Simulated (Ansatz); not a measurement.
# Setting up TiCl3 in Ansatz

The species is TiCl3 (4 atoms), meant as a doublet with charge 0. The run starts from this shape.

```xyz
4

Cl   -1.0244   -0.0691    1.9025
Ti    0.0000    0.0000    0.0000
Cl    1.7503   -1.2666    0.0775
Cl    0.6002    2.0336   -0.4218
```

Settings wanted:

- basis set: def2-SVP
- integral approximation: automatic
- task: optimise
- method: DFT
- functional: B3LYP
- reference: UKS
- accuracy: medium
- broken bond: (4, 2)

Write the Ansatz 0.2.0 input and the command.

This one ran through:

input.yaml:
```yaml
crystal:
  periodic: [false, false, false]
  atoms:
    - {symbol: Cl, position_ang: [-1.024380, -0.069130, 1.902540]}
    - {symbol: Ti, position_ang: [-0.000000, 0.000000, 0.000000]}
    - {symbol: Cl, position_ang: [1.750310, -1.266570, 0.077530]}
    - {symbol: Cl, position_ang: [0.600180, 2.033630, -0.421830]}
basis:
  gaussian: {orbitals: def2-SVP}
magnetization: {spin_polarized: true, initial_magnetization: 1}
hamiltonian: {xc: {name: B3LYP}}
relax: {}
```

```bash
$ ansatz run input.yaml --threads 1 --pin off --max-ram 3480MiB --events-out events.jsonl --progress --plain --runs-dir runs
```

Calculated total energy at the end of the run: -2229.77930 Eh.
